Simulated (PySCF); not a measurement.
Geometry (Å), atoms numbered from 1 in this order:
```xyz
18

C     1.7896   -1.6831   -0.9876
N     1.3171   -0.5368   -1.1506
C     0.6618    0.1335   -0.0656
C     1.1411    1.5495    0.0087
N     1.1411    2.1545    1.1070
C    -0.8311    0.1598   -0.3692
C    -1.6239   -1.1137   -0.0481
Si   -2.0798    0.3647    1.0303
H     1.7858   -2.2268   -0.0349
H     2.2373   -2.1826   -1.8346
H     0.8191   -0.3600    0.9079
H     1.4439    1.9702   -0.9581
H     1.4498    3.1240    1.0723
H    -1.0266    0.5857   -1.3474
H    -2.2833   -1.4654   -0.8298
H    -1.0493   -1.9282    0.3727
H    -1.5881    0.3940    2.3916
H    -3.3131    1.0668    0.7237
```

PySCF calculation with structure optimised with GFN2-xTB and NMR shieldings at PBE0/pcSseg-1/GIAO; single conformer, no solvent model, no relativistic terms.

References, each an isolated molecule treated in the same way: $^{13}$C (σ = 186.93 ppm) vs TMS.

Do the $^{13}$C shifts follow the atomic charges (in e)? Tabulate both.

Answers


```
atoms  hybridisation  δ (ppm)  σ para (ppm)  Hirshfeld    IAO  Mulliken  ESP-fitted
   C4              –    184.0          -248      +0.05  +0.06     +0.12       +0.32
   C1              –    153.9          -221      +0.00  -0.12     +0.01       +0.18
   C3              –     86.6          -146      +0.01  -0.02     -0.07       +0.27
   C6              –     23.3           -89      -0.12  -0.35     -0.36       -0.23
   C7              –      1.6           -68      -0.17  -0.52     -0.39       -0.59
```

Correlation coefficients of δ with charge over these carbons: Hirshfeld +0.94, IAO +0.88, Mulliken +0.98, ESP-fitted +0.87; with the paramagnetic shielding -1.00. With so few points these coefficients are fragile. Charge is one influence among several: hybridisation and low-lying excitations act through the paramagnetic term.

Shifts are as computed. Against solution values, carbons near 30 ppm lie about +3 ppm off and those near 130 ppm about +5 ppm. Of 1309 compounds with measured shifts, 239 miss one by over three times the rms of a fit or turn the order of signals round; such compounds aren't used in these exercises.
